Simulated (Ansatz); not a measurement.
HLiO, singlet, at a GFN2-xTB geometry (such geometries of metal compounds can be far from the true shape); Ansatz (an electronic-structure program) with PBE/aug-cc-pVDZ.

Ansatz was given this input:
Ansatz 0.2 input:
```yaml
crystal:
  periodic: [false, false, false]
  atoms:
    - {symbol: Li, position_ang: [-0.00000000, -0.00000000, -1.22243847]}
    - {symbol: O, position_ang: [0.00000000, 0.00000000, 0.30206210]}
    - {symbol: H, position_ang: [0.00000000, 0.00000000, 1.25081859]}
basis:
  gaussian:
    orbitals: aug-cc-pVDZ
hamiltonian:
  xc: pbe
```

The log (banner, timings and long lists left out):

```
Functional definition: PBE
407 factors; their error is unknown
mean field evaluation 1: about -2255.5315 eV, gradient 7.5e1 eV
mean field evaluation 2: about -2099.5175 eV, gradient 1.7e2 eV
mean field evaluation 4: about -2266.1889 eV, gradient 6.1e0 eV
mean field evaluation 8: about -2266.2569 eV, gradient 7.2e-2 eV
mean field -2266.25691105 eV, -83.2834053569 hartree, gradient 1.5e-5 eV, S^2 0.000000; 0 other end points of the search recorded, 0 dependent functions left out
reference -2266.25697133 eV, -83.2834075723 hartree; 6, 6 occupied and 49, 49 virtual orbitals, 407 factors
Total energy: -2266.25697133 eV, -83.2834075723 hartree
```
